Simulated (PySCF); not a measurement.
AsH5, SMILES [AsH5].

Geometry optimised at PBE0-D3(BJ)/def2-TZVP.

Two levels are set side by side: TDA-PBE/def2-TZVPD (PySCF) and TDA-M06-2X/def2-TZVPD (PySCF). Vertical, same geometry. The lowest singlet is HOMO→LUMO 97 % with PBE and HOMO→LUMO 99 % with the other functional; states are paired by order. Differences are taken from unrounded values.

```csv
quantity,TDA-M06-2X
lowest singlet excitation (eV),4.49
lowest triplet excitation (TDA) (eV),3.86
first bright state (f over 0.05) (eV),7.43
its oscillator strength,0.49
```

Task: What does TDA-PBE give, and how far is it from TDA-M06-2X? (The exact figures need the calculation; the answer reports its results.)

Result: 
```tsv
quantity	TDA-PBE	TDA-PBE minus TDA-M06-2X
lowest singlet excitation (eV)	3.97	-0.52
lowest triplet excitation (TDA) (eV)	3.08	-0.79
first bright state (f over 0.05) (eV)	6.84	-0.59
its oscillator strength	0.32	-0.17
```

Functionals without exact exchange tend to place singlet excitations lower, as here. Differences between two approximate levels are no errors against the true value.

Rough cost on one machine, each run with all the roots and properties that it gave: TDA-M06-2X against TDA-PBE about 6 times.
